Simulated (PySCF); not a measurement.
Potential energy curve for Mg2, singlet.

Methods: UKS-BHandHLYP = unrestricted BHandHLYP/cc-pVDZ run with PySCF; UMP2 = MP2 on UHF/cc-pVDZ, 2 core orbitals frozen (PySCF); UKS-M06-2X = unrestricted M06-2X/cc-pVDZ (PySCF 2.14.0); RMP2 = PySCF with MP2 on RHF/cc-pVDZ, 2 core orbitals frozen.

Energies are in mEh, each relative to the lowest point of its own curve near equilibrium.

| R / Å | UKS-BHandHLYP | UMP2 | UKS-M06-2X | RMP2 |
|---|---|---|---|---|
| 2.90 | 11.2 | 19.6 | 9.4 | 11.1 |
| 3.03 | 7.5 | 15.3 | (withheld) | 7.4 |
| 3.27 | 3.4 | 9.6 | 2.2 | 3.3 |
| 3.40 | 2.1 | 7.0 | 1.1 | 2.1 |
| 3.53 | 1.3 | 4.7 | 0.5 | 1.3 |
| 3.60 | 1.0 | (withheld) | 0.2 | 1.0 |
| 3.71 | (withheld) | 1.6 | 0.0 | 0.7 |
| 3.78 | 0.4 | 0.5 | 0.0 | 0.5 |
| 3.99 | 0.1 | 0.2 | 0.1 | 0.2 |
| 4.20 | 0.0 | 0.1 | (withheld) | 0.1 |
| 4.42 | 0.0 | 0.0 | 0.6 | 0.0 |
| 4.88 | 0.0 | 0.0 | 1.2 | 0.0 |
| 5.38 | 0.1 | 0.1 | 1.6 | 0.1 |
| 5.94 | 0.1 | 0.3 | (withheld) | 0.3 |
| 6.54 | 0.1 | 0.5 | 1.9 | 0.5 |
| 7.22 | 0.1 | 0.6 | (withheld) | 0.6 |
| 7.93 | 0.0 | 0.6 | 2.1 | 0.6 |
| 8.75 | 0.0 | 0.7 | 2.1 | 0.7 |
| 9.62 | 0.0 | 0.7 | 2.1 | 0.7 |
| 10.83 | 0.0 | 0.7 | 2.1 | 0.7 |

What belongs in the gaps?


- 3.03, UKS-M06-2X: 5.9
- 3.60, UMP2: 3.5
- 3.71, UKS-BHandHLYP: 0.6
- 4.20, UKS-M06-2X: 0.4
- 5.94, UKS-M06-2X: 1.8
- 7.22, UKS-M06-2X: 2.0

The unrestricted determinant behind UMP2 is spin-contaminated at 2.90 to 3.71 Å (<S²> up to 0.5, against 0.00 for a pure singlet).
